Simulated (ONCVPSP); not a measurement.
# lutetium (Lu) ONCV: all-electron and pseudo phase curves

* Element: lutetium (Lu)
* Generator: ONCVPSP 4.0.1
* Type: optimised norm-conserving Vanderbilt (ONCV)
* Functional: LDA (Perdew-Wang 92)
* Relativity: fully relativistic
* Frozen core: [Kr] 4d10
* Valence charge: 25
* Reference configuration: 4f14 5s2 5p6 5d1 6s2
* Partial waves: 5s+6s: rc 1.60 bohr, ncon 4, nbas 8, qcut 7 1/bohr, 2 projectors; 5p: rc 1.65 bohr, ncon 4, nbas 8, qcut 9.3 1/bohr, 3 projectors, debl 1.5 Ha; 5d: rc 2.30 bohr, ncon 5, nbas 9, qcut 3.8 1/bohr, 2 projectors, debl 1.8 Ha; 4f: rc 0.65 bohr, ncon 4, nbas 9, qcut 25.8 1/bohr, 2 projectors, debl 3.3 Ha
* Local potential: polynomial inside 0.65 bohr (lpopt 4, dvloc0 0 Ha)
* Core correction: Teter function fitted to the true core (icmod 2), fcfact 0.7

Open shells are filled in proportion to 2j + 1.

The phase is arctan(r·R′/R) of the radial function R(r), unwrapped; energies in Ha, scanned from -4 to 5 Ha. A pole is an energy at which the radial function vanishes at the test radius. The pseudo phase is shifted by a multiple of π to meet the all-electron one at the reference energy, and phase errors are pseudo minus all-electron; the curves can meet again beyond the range given. Levels narrower than the energy grid can be missing from the lists of poles. n/a: not evaluated, since a narrow level or a reset projector energy made the automatic matching unsafe.

```json
{"channel": "s", "radius (bohr)": "1.62", "reference energy (Ha)": "-0.18", "poles, all-electron": "-1.29", "poles, pseudo": "-1.29", "unbroken range about the reference energy with phases within 0.05 rad": "the whole range", "phase error 1 Ha above the reference energy (rad)": "-0.000"}
{"channel": "p3/2", "radius (bohr)": "1.67", "reference energy (Ha)": "-1.10", "poles, all-electron": "0.34", "poles, pseudo": "0.34", "unbroken range about the reference energy with phases within 0.05 rad": "the whole range", "phase error 1 Ha above the reference energy (rad)": "-0.000"}
{"channel": "p1/2", "radius (bohr)": "1.67", "reference energy (Ha)": "-1.35", "poles, all-electron": "-0.23", "poles, pseudo": "-0.23", "unbroken range about the reference energy with phases within 0.05 rad": "the whole range", "phase error 1 Ha above the reference energy (rad)": "+0.000"}
{"channel": "d5/2", "radius (bohr)": "2.34", "reference energy (Ha)": "-0.07", "poles, all-electron": "0.71", "poles, pseudo": "0.71", "unbroken range about the reference energy with phases within 0.05 rad": "n/a", "phase error 1 Ha above the reference energy (rad)": "n/a"}
{"channel": "d3/2", "radius (bohr)": "2.34", "reference energy (Ha)": "-0.08", "poles, all-electron": "0.65", "poles, pseudo": "0.65", "unbroken range about the reference energy with phases within 0.05 rad": "the whole range", "phase error 1 Ha above the reference energy (rad)": "+0.000"}
{"channel": "f7/2", "radius (bohr)": "0.66", "reference energy (Ha)": "-0.33", "poles, all-electron": "none", "poles, pseudo": "none", "unbroken range about the reference energy with phases within 0.05 rad": "the whole range", "phase error 1 Ha above the reference energy (rad)": "+0.000"}
{"channel": "f5/2", "radius (bohr)": "0.66", "reference energy (Ha)": "-0.39", "poles, all-electron": "none", "poles, pseudo": "none", "unbroken range about the reference energy with phases within 0.05 rad": "the whole range", "phase error 1 Ha above the reference energy (rad)": "+0.000"}
```

Note: ghosts flagged at negative energy: s at -381.5 eV, d5/2 at -62.6 eV, f5/2 at -9.0 eV; GHOST(+) flagged for d3/2 at 16.9 eV, p3/2 at 85.1 eV, p1/2 at 182.6 eV. A true bound ghost makes a file unfit for plane-wave use.

Phases in the f5/2 channel:

```tsv
E (Ha)	all-electron	pseudo
-3.98	-0.017	-0.017
-3.50	-0.181	-0.181
-3.02	-0.347	-0.347
-2.54	-0.505	-0.505
-2.06	-0.651	-0.651
-1.58	-0.780	-0.780
-1.10	-0.892	-0.892
-0.62	-0.988	-0.988
-0.14	-1.070	-1.070
0.34	-1.141	-1.141
0.82	-1.201	-1.201
1.30	-1.254	-1.254
1.78	-1.300	-1.300
2.26	-1.340	-1.340
2.74	-1.376	-1.376
3.22	-1.409	-1.409
3.70	-1.438	-1.438
4.18	-1.465	-1.465
4.66	-1.490	-1.490
```
